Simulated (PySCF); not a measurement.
Compound: CH₈Ge₂O.
Atom-mapped SMILES: `[GeH3:1][CH2:2][O:3][GeH3:4]` (hydrogens: H5, H6, H7 on Ge1; H8, H9 on C2; H10, H11, H12 on Ge4)

Method: PBE0-D3(BJ)/def2-SVP geometry optimisation, gas phase (PySCF 2.14.0); density fitting, grid level 1; the optimiser is geomeTRIC in internal coordinates, started from a GFN2-xTB structure with every atom displaced at random (about 0.01 Å).

Step 0: E = -116215.9118 eV
```
atom  x, y, z in Å  |  force x, y, z in eV/Å
Ge1    -1.7279   -0.0611   -0.0742   -0.055   0.226   0.050
C2     -0.2847   -1.3114    0.3170    0.824   0.565   0.189
O3      0.9590   -1.0332   -0.2574   -0.079  -0.383  -0.293
Ge4     1.8537    0.4945   -0.2896   -1.178   0.017   0.449
H5     -3.0329   -0.6107    0.4320   -0.580  -0.346   0.294
H6     -1.5331    1.2911    0.5932    0.198   0.322   0.256
H7     -1.8975    0.2224   -1.5424    0.044   0.009  -0.691
H8     -0.1747   -1.3807    1.4064   -0.191  -0.037   0.420
H9     -0.5745   -2.2950   -0.0230   -0.347  -0.708  -0.241
H10     2.0400    1.0023    1.1227    0.174   0.191   0.518
H11     1.0237    1.4989   -1.0683   -0.121   0.352  -0.293
H12     3.0777    0.0541   -0.9526    1.310  -0.207  -0.658
```

Step 1: E = -116216.0688 eV
```
atom  x, y, z in Å  |  force x, y, z in eV/Å
Ge1    -1.7688   -0.0556   -0.0804   -0.096   0.065  -0.018
C2     -0.2774   -1.3013    0.3281   -0.189  -0.221  -0.062
O3      0.9279   -1.0639   -0.3366    0.170   0.218  -0.033
Ge4     1.8403    0.4789   -0.2879    0.218  -0.116  -0.101
H5     -3.0940   -0.6522    0.4642    0.158   0.067  -0.051
H6     -1.5230    1.3125    0.6082   -0.028  -0.099  -0.065
H7     -1.8955    0.1820   -1.6056    0.017  -0.049   0.149
H8     -0.1596   -1.3314    1.4307    0.044   0.036  -0.016
H9     -0.6205   -2.3147    0.0314    0.044   0.187   0.079
H10     2.0546    0.9350    1.1828   -0.050  -0.092  -0.179
H11     1.0626    1.5621   -1.0802    0.064  -0.108   0.098
H12     3.1822    0.1201   -0.9909   -0.352   0.109   0.198
```

Problem. Estimate the geometry and energy of step 2. (The exact step hangs on the optimiser's Hessian estimate; all steps are aligned on step 1, rigid shifts and turns removed.)

Solution. E = -116216.0864 eV, largest force 0.098 eV/Å
```
atom  x, y, z in Å  |  force x, y, z in eV/Å
Ge1    -1.7667   -0.0552   -0.0938    0.003   0.023  -0.005
C2     -0.2740   -1.2928    0.3201   -0.057  -0.024   0.061
O3      0.9257   -1.0601   -0.3586    0.023  -0.004  -0.095
Ge4     1.8379    0.4717   -0.2792    0.053  -0.032  -0.011
H5     -3.0729   -0.6329    0.4848    0.000  -0.004   0.012
H6     -1.5141    1.3263    0.5464   -0.005   0.002  -0.006
H7     -1.9149    0.1323   -1.6143    0.002  -0.015  -0.009
H8     -0.1358   -1.2973    1.4204   -0.004   0.011   0.007
H9     -0.6213   -2.3064    0.0525    0.030   0.018   0.005
H10     2.0615    0.8636    1.1952   -0.009  -0.006   0.021
H11     1.0496    1.5745   -1.0120   -0.007   0.013   0.002
H12     3.1538    0.1477   -0.9976   -0.027   0.016   0.017
```

The energy changes by -0.0177 eV. The first-order estimate −F·Δx gives -0.0313 eV and the mean of the old and new forces, exact on a quadratic surface, -0.0181 eV. The step makes an angle of 75° with the force vector and moves no atom by more than 0.073 Å.

The cost below is that of the whole optimisation. Time: 2.2 min wall; peak memory 0.55 GiB. Hardware: one thread of an Arm Neoverse V2, shared host with 32 logical CPUs at a one-minute load of 31.
